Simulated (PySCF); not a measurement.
Atoms are numbered as in `[F:1][CH:2]([F:3])[O:4][C@@H:5]1[CH2:6][O:7][CH2:8][CH2:9][O:10]1`. Hydrogens are named by the atom that carries them. Ha(C6), Ha(C8), Ha(C9) are cis to O4 on the ring; Hb(C6), Hb(C8), Hb(C9) are trans to O4 on the ring.

Geometry: PBE0-D3(BJ)/def2-SVP; GIAO shifts from PySCF, gas phase, non-relativistic, averaged over equivalent atoms.

At wB97X-D/pcSseg-1 (210 basis functions, 43 s wall time on 1 thread of an Arm Neoverse V1, shared host):
```json
{"atoms": "F3", "δ (ppm)": "-98.2"}
{"atoms": "F1", "δ (ppm)": "-104.0"}
{"atoms": "C2", "δ (ppm)": "118.3"}
{"atoms": "C5", "δ (ppm)": "93.2"}
{"atoms": "C6", "δ (ppm)": "70.2"}
{"atoms": "C9", "δ (ppm)": "66.5"}
{"atoms": "C8", "δ (ppm)": "66.4"}
{"atoms": "O4", "δ (ppm)": "138.8"}
{"atoms": "O10", "δ (ppm)": "61.1"}
{"atoms": "O7", "δ (ppm)": "27.1"}
{"atoms": "H(C2)", "δ (ppm)": "6.28"}
{"atoms": "H(C5)", "δ (ppm)": "4.68"}
{"atoms": "Hb(C6)", "δ (ppm)": "3.64"}
{"atoms": "Hb(C9)", "δ (ppm)": "3.62"}
{"atoms": "Ha(C9)", "δ (ppm)": "3.53"}
{"atoms": "Ha(C8)", "δ (ppm)": "3.47"}
{"atoms": "Hb(C8)", "δ (ppm)": "3.36"}
{"atoms": "Ha(C6)", "δ (ppm)": "3.28"}
```

References, each an isolated molecule treated in the same way: $^{19}$F (σ = 187.16 ppm) vs CFCl3; TMS for $^{13}$C (σ = 184.54 ppm) and $^{1}$H (σ = 31.38 ppm); H2O for $^{17}$O (σ = 333.19 ppm).

Question: What do these become at PBE0/pcSseg-1?

Answer: 
```json
{"atoms": "F3", "δ at PBE0/pcSseg-1": "-104.7", "change": "-6.5"}
{"atoms": "F1", "δ at PBE0/pcSseg-1": "-110.5", "change": "-6.5"}
{"atoms": "C2", "δ at PBE0/pcSseg-1": "118.3", "change": "+0.0"}
{"atoms": "C5", "δ at PBE0/pcSseg-1": "93.3", "change": "+0.1"}
{"atoms": "C6", "δ at PBE0/pcSseg-1": "70.3", "change": "+0.1"}
{"atoms": "C9", "δ at PBE0/pcSseg-1": "66.7", "change": "+0.2"}
{"atoms": "C8", "δ at PBE0/pcSseg-1": "66.6", "change": "+0.2"}
{"atoms": "O4", "δ at PBE0/pcSseg-1": "144.1", "change": "+5.3"}
{"atoms": "O10", "δ at PBE0/pcSseg-1": "67.5", "change": "+6.4"}
{"atoms": "O7", "δ at PBE0/pcSseg-1": "33.6", "change": "+6.5"}
{"atoms": "H(C2)", "δ at PBE0/pcSseg-1": "6.31", "change": "+0.03"}
{"atoms": "H(C5)", "δ at PBE0/pcSseg-1": "4.70", "change": "+0.02"}
{"atoms": "Hb(C6)", "δ at PBE0/pcSseg-1": "3.66", "change": "+0.02"}
{"atoms": "Hb(C9)", "δ at PBE0/pcSseg-1": "3.65", "change": "+0.03"}
{"atoms": "Ha(C9)", "δ at PBE0/pcSseg-1": "3.57", "change": "+0.04"}
{"atoms": "Ha(C8)", "δ at PBE0/pcSseg-1": "3.48", "change": "+0.01"}
{"atoms": "Hb(C8)", "δ at PBE0/pcSseg-1": "3.38", "change": "+0.02"}
{"atoms": "Ha(C6)", "δ at PBE0/pcSseg-1": "3.27", "change": "-0.01"}
```

δ = σ(ref) − σ, references computed at the same level: CFCl3 for $^{19}$F (σref 177.25); TMS for $^{13}$C (σref 184.41) and $^{1}$H (σref 31.27); $^{17}$O (σref 334.56) against H2O.

The largest change is at F1 (fluorine of a CF2 group). Cost: 210 basis functions, 34 s wall time on 1 thread of an Arm Neoverse V1, shared host. The order of the carbon signals is the same at both levels.

Unscaled 19F shifts against computed CFCl3 carry errors that often reach 10 to 50 ppm. Experimental scales use liquid or dissolved standards, which lie at an offset from isolated H2O (liquid H2O: subtract about 36 ppm).
